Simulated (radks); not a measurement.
Polarisability of the vanadium ion V4+, [Ar] 3d1, at imaginary frequency. All-electron calculation, scalar-relativistic Kohn-Sham, LDA (Slater exchange, VWN5 correlation), spin-polarised, spherical densities, finite nucleus; open shells are filled with parallel spins first; Fermi nuclear charge, rms radius 3.6002 fm. Program: a radial shooting solver on a logarithmic mesh with Libxc functionals. Response by self-consistent Sternheimer equations with the Hartree and adiabatic LDA kernel, the relativistic mass of each level held fixed and spin-orbit coupling left out.

w (hartree),alpha1(iw) (bohr^3)
0.00266,1.444
0.0143,1.444
0.0360,1.443
0.0697,1.441
0.118,1.437
0.186,1.428
0.280,1.408
0.413,1.370
0.605,1.298
0.892,1.172
1.35,0.9660
2.12,0.6775
3.59,0.3688
6.94,0.1420
17.5,0.03302

Static values: alpha1 = 1.444 bohr^3 (0.2139 angstrom^3; uncoupled 2.129). C6 = 3.134, triple-dipole C9 = 3.269 atomic units. One-pole (London) frequency 4 C6 / (3 alpha1^2) = 2.005 hartree, against 2.058 for minus the highest occupied eigenvalue.
